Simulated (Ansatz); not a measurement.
Reaction (redistribution): `[SiH3][PH][GaH][SiH3]` + `O[SiH2][O][AlH2]` → `[AlH2][O][GaH][SiH3]` + `O[SiH2]P[SiH3]`

Computed with Ansatz on PBE0-D4/def2-TZVP structures; ΔE is electronic, products minus reactants. CCSD(T)/CBS is the MP2 limit (def2-TZVPP, def2-QZVPP) plus CCSD(T) − MP2 in def2-TZVPP, frozen cores. Functionals use def2-TZVPP. For Ga outer-core shells are correlated without core-valence functions, which leaves a few kJ/mol of doubt a bond. Scalar relativity is left out up to krypton. One conformer a species, not always the lowest.

`[SiH3][PH][GaH][SiH3]`:

```xyz
12

Si   -0.418    1.819   -1.813
P     0.027    1.757    0.386
Ga    0.962   -0.353    0.317
Si    0.146   -2.102    1.760
H    -0.882    0.528   -2.396
H     0.840    2.209   -2.499
H    -1.468    2.837   -2.073
H    -1.261    1.332    0.807
H     2.165   -0.538   -0.680
H    -0.503   -3.161    0.935
H     1.254   -2.738    2.526
H    -0.861   -1.590    2.729
```

`O[SiH2][O][AlH2]`:

```xyz
9

O     0.735    1.701    1.175
Si   -0.378    1.180    0.087
O    -0.223   -0.395   -0.252
Al   -0.015   -2.057   -0.424
H     1.644    1.777    0.885
H    -1.683    1.436    0.735
H    -0.239    1.930   -1.189
H     1.450   -2.634   -0.302
H    -1.291   -2.939   -0.716
```

`[AlH2][O][GaH][SiH3]`:

Cartesian coordinates in Å:
```
Al 2.618 -0.657 0.535
O 1.251 -0.147 -0.289
Ga -0.216 0.362 -1.146
Si -2.213 0.362 0.200
H 3.480 0.418 1.316
H 2.994 -2.196 0.506
H 0.007 0.752 -2.649
H -2.184 1.523 1.134
H -3.448 0.464 -0.623
H -2.290 -0.881 1.015
```

`O[SiH2]P[SiH3]`:

Z-matrix (Å, degrees):
```
Si
P 1 2.246
O 1 1.649 2 116.3
H 1 1.481 2 107.6 3 -117.3
H 1 1.489 2 106.2 3 124.5
Si 2 2.251 1 96.7 3 31.9
H 2 1.422 1 95.2 3 -64.3
H 3 0.958 1 117.9 2 57.3
H 6 1.485 2 107.7 1 62.8
H 6 1.486 2 113.7 1 -58.5
H 6 1.486 2 108.6 1 -179.2
```

```
 level  ΔE (kJ/mol)
B2PLYP         85.1
r2SCAN         83.2
```

Question: What does CCSD(T)/CBS give? (Estimate.)

Answer: The calculation gave: +89.2 kJ/mol. The listed levels differ from it by -4.1, -6.0 kJ/mol.

Largest T1 diagnostic among the species: 0.015.

In def2-TZVPP, CCSD(T) changes the Hartree–Fock value by −11.9 kJ/mol (the triples alone add −2.6 kJ/mol) and MP2 by −10.2 kJ/mol. From PBE to PBE0 (25 % exact exchange), in def2-TZVPP and without D4, ΔE moves by +8.1 kJ/mol.

CCSD(T)/CBS has its own doubt, a few kJ/mol and more with outer-core shells, so smaller differences from it don't rank the levels.
